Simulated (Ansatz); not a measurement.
C$_{2}$H$_{7}$N, charge +1, doublet, geometry from GFN2-xTB (a state made from the parent by changing its charge; the spin is typed, not shown lowest); BLYP/def2-SVP (Ansatz, a program for electronic structure).

Here is a job for Ansatz.
Ansatz 0.2 input:
```yaml
crystal:
  periodic: [false, false, false]
  atoms:
    - {symbol: C, position_ang: [1.21345303, 0.27761551, 0.17430656]}
    - {symbol: N, position_ang: [0.03751869, -0.26276197, -0.35002414]}
    - {symbol: C, position_ang: [-1.24784022, -0.03678500, 0.14650277]}
    - {symbol: H, position_ang: [1.92869828, -0.51779860, 0.43796710]}
    - {symbol: H, position_ang: [1.01682614, 0.90235343, 1.04484140]}
    - {symbol: H, position_ang: [1.75201387, 0.86309442, -0.58857406]}
    - {symbol: H, position_ang: [0.12435315, -0.87090672, -1.16013127]}
    - {symbol: H, position_ang: [-1.73453079, -0.98553706, 0.42546873]}
    - {symbol: H, position_ang: [-1.90726403, 0.36768397, -0.63793418]}
    - {symbol: H, position_ang: [-1.23640431, 0.63546126, 1.00367526]}
basis:
  gaussian:
    orbitals: def2-SVP
hamiltonian:
  xc: blyp
total_charge: 1
magnetization: {spin_polarized: true, initial_magnetization: 1}
accuracy: high
```

Q: Write the output that Ansatz gives for this input, abridged.

A: 
```
Functional definition: BLYP
1924 factors; integrals over basis functions are off by at most 3.3e-9 eV
mean field evaluation 1: about -3650.0824 eV, gradient 5.5e1 eV
mean field evaluation 2: about -3632.7920 eV, gradient 7.9e1 eV
mean field evaluation 4: about -3664.8817 eV, gradient 7.1e0 eV
mean field evaluation 8: about -3665.0854 eV, gradient 3.3e-2 eV
mean field evaluation 16: about -3665.0854 eV, gradient 1.8e-6 eV
mean field -3665.08541440 eV, -134.6894046950 hartree, gradient 4.6e-8 eV, S^2 0.752736; 0 other end points of the search recorded, 0 dependent functions left out
reference -3665.08546247 eV, -134.6894064616 hartree; 13, 12 occupied and 64, 65 virtual orbitals, 1924 factors
Total energy: -3665.08546247 eV, -134.6894064616 hartree
```
